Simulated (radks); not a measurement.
Values are calculated unless marked as measured or tabulated.
Valence configurations of C IV (all share [He]). Code: a radial shooting solver on a logarithmic mesh with Libxc functionals. Model: scalar-relativistic Kohn-Sham, PBEsol, spin-polarised, spherical densities, finite nucleus; open shells are filled with parallel spins first; Fermi nuclear charge, rms radius 2.4702 fm. Energies are relative to 2s1; eigenvalues in eV for spin up.

2s1: E (eV) 0.000; moment (Bohr magnetons) 1; e(2s) -57.449
2s0.5 2p0.5: E (eV) 4.071; moment (Bohr magnetons) 1; e(2p) -48.910; e(2s) -57.006
2p1: E (eV) 8.099; moment (Bohr magnetons) 1; e(2p) -48.512

NIST lists [He] 2s1 as the ground configuration; this level of theory agrees among the configurations tried. The energies are those of spherical high-spin densities, not of single terms.
